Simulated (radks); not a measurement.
Kr+, configuration [Ar] 3d10 4s2 4p5 (the NIST ground configuration). All-electron calculation, Dirac Kohn-Sham, LDA (Slater exchange, Perdew-Wang correlation), spin-unpolarised, spherical densities, finite nucleus; open shells are shared between the two j in proportion to 2j + 1; Fermi nuclear charge, rms radius 4.1884 fm. Program: a radial shooting solver on a logarithmic mesh with Libxc functionals.

Spin-orbit splittings of the eigenvalues, e(l+1/2) - e(l-1/2), with zeta = 2 splitting/(2l+1) and mean radii in bohr:

shell  occ.  splitting (eV)  zeta (eV)  <r> j=l-1/2  <r> j=l+1/2
2p        6           53.73      35.82       0.1575       0.1615
3p        6           7.927      5.284       0.5341       0.5447
3d       10           1.306     0.5222       0.5535       0.5575
4p        5          0.7354     0.4903        1.801        1.839
